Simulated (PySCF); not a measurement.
Computed IR spectrum (relative IR intensity) of a molecule C3H4ClNSi. Geometry optimised at B3LYP-D3(BJ)/def2-SVP. One conformer was computed; it need not be the lowest. All values below come from B3LYP-D3(BJ)/def2-SVP (PySCF). Frequencies are harmonic and unscaled.

ν (cm⁻¹): 360 (vw), 499 (m), 586 (m), 648 (w), 704 (m), 735 (w), 760 (w), 828 (vs), 870 (m), 939 (m), 968 (vw), 1079 (w), 1302 (w), 1354 (w), 1576 (m), 1672 (m), 2271 (m), 3062 (m), 3164 (w) (against the strongest line: vs over 80 %, s over 45 %, m over 15 %, w over 4 %, vw less)

### Question
Identify the compound among the candidates.
A) N#C/C([SiH3])=C/Cl
B) Cl[Si@H]1C=CC=N1
C) ClC1=CC=N[SiH2]1
D) Cl[Si@@H]1C=CN=C1

### Answer
B, Cl[Si@H]1C=CC=N1
